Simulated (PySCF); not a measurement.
MoS₂ClBr, SMILES [S]=[Mo](=[S])([Cl])[Br], multiplicity 1. Geometry optimised at PBE-D3(BJ)/def2-SVP. The multiplicity is an assumed one; no other spin state was optimised. The structure was generated by enumeration; whether it is a known compound was not checked. The def2 effective core potentials stand for the cores of Mo; spin–orbit coupling is left out.

Computed equilibrium geometry at PBE-D3(BJ)/def2-SVP (PySCF confirms it by a frequency run) as Cartesian coordinates in Å, and its point group:
point group Cs.
```xyz
5

Mo     0.0471     0.3710     0.0000
S      1.1528     0.9492     1.7099
S      1.1528     0.9492    -1.7099
Cl    -1.9346     1.4543     0.0000
Br    -0.1709    -2.0195     0.0000
```
